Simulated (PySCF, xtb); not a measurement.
Mg(SeH)(GeH3) (GeH4MgSe), SMILES [GeH3][Mg][SeH].

GFN2-xTB (xtb) at its own geometry gives an orbital gap of 3.16 eV and a dipole moment of 4.94 D.

Coordinates come from a PBE-D3(BJ)/def2-SVP optimisation. The structure was generated by enumeration; whether it is a known compound was not checked. Other conformers were not sampled.

### Question
What does PBE/def2-TZVPD (PySCF) give? (The exact figures need the calculation; the answer reports its results.)

### Answer
gap 3.69 eV (levels -5.74 and -2.05 eV), dipole 0.63 D.
